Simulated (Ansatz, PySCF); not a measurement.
Gas-phase reaction in SMILES: CB(C)O [dimethylborinic acid] + H+ → CB(C)[OH2+]
Geometries: B3LYP-D3(BJ)/def2-TZVP minima from Ansatz (a first-principles code), one conformer each, not searched for the lowest. Frequencies are from Ansatz or PySCF.

Quantity: proton affinity (enthalpy at 298 K, with B3LYP-D3(BJ) rigid-rotor harmonic-oscillator terms), positive where the reaction releases energy, in kcal/mol. Cores are frozen in the correlated levels unless marked. No spin-orbit coupling. Non-relativistic. CBS(X,Y): correlation extrapolated as X^-3; Hartree-Fock from the larger set. The bracket is a focal-point correction in the basis named.

RI-MP2/CBS(cc-pVTZ,cc-pVQZ)+[CCSD(T)-MP2]/cc-pVTZ (Ansatz) gives 181.0 kcal/mol.

Another calculation gave 182.5 kcal/mol. Which level was it?
(A) CAM-B3LYP/def2-TZVPD (Ansatz)
(B) r2SCANh/def2-TZVPD (Ansatz)
(C) SVWN5/def2-TZVPD (Ansatz)

B, r2SCANh/def2-TZVPD (Ansatz). The others give 180.0 (CAM-B3LYP), 176.5 (SVWN5) kcal/mol.
